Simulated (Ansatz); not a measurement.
`CC(F)[SiH2][SiH3]` + `O[SiH](O)S` → `O[SiH](O)S[SiH3]` + `CC(F)[SiH3]`  (cleavage of the Si–Si bond)

Isolated molecules relaxed with PBE0-D4/def2-TZVP in Ansatz; ΔE leaves out vibrations. CCSD(T)/CBS is the MP2 limit (def2-TZVPP, def2-QZVPP) plus CCSD(T) − MP2 in def2-TZVPP, frozen cores. Functionals use def2-TZVPP. One conformer a species, not always the lowest.

```csv
level,ΔE (kJ/mol)
PBE0,-53.3
SCS-MP2/def2-TZVPP,-68.0
CCSD(T)/def2-TZVPP,-58.9
SCS-MP2/def2-QZVPP,-69.9
```

(1) What does CCSD(T)/CBS give? (An estimate is asked.)

Largest T1 diagnostic among the species: 0.012.

Answers

(1) Ansatz gave: -61.9 kJ/mol. The listed levels differ from it by 8.6, -6.1, 3.0, -8.0 kJ/mol.

From PBE to PBE0 (25 % exact exchange), in def2-TZVPP and without D4, ΔE moves by −4.6 kJ/mol.
